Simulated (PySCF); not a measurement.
# Fractional electron number in Cu²⁺ (copper, charge +2)

The 3d beta orbital of [Ar] 3d9 is emptied in steps (occupation f), with all orbitals relaxed, ending at [Ar] 3d8. All numbers are calculated (PySCF 2.14, scalar relativity by spin-free X2C-1e, in aug-cc-pVTZ-DK). The exact energy is a straight line in f; departures are measured from the line between the end points of the same method.

Q: Among UHF, LDA, PBE, which shows the largest delocalisation error (convex curve), and which is closest to linear?

A: Most convex: LDA (-2.338 eV at f = 0.5); closest to linear: UHF (0.908 eV).

```tsv
f	UHF (eV)	LDA (eV)	PBE (eV)
1	0.000	0.000	0.000
0.9	0.353	-0.827	-0.800
0.7	0.792	-1.947	-1.880
0.5	0.908	-2.338	-2.254
0.3	0.735	-1.980	-1.906
0.1	0.304	-0.855	-0.821
0	0.000	0.000	0.000
```

```tsv
method	E(f=0) − E(f=1) (eV)	−ε at f=1 (eV)	−ε at f=0.5 (eV)
UHF	34.019	38.019	33.850
LDA	38.115	28.971	38.017
PBE	37.378	28.532	37.301
```

Reference removal energy between the ground levels: 36.841 ± 0.012 eV (measured; NIST Atomic Spectra Database, ionization energies). The calculation has no spin-orbit coupling. The determinant left behind need not be the lowest term of the ion. UHF lacks correlation.
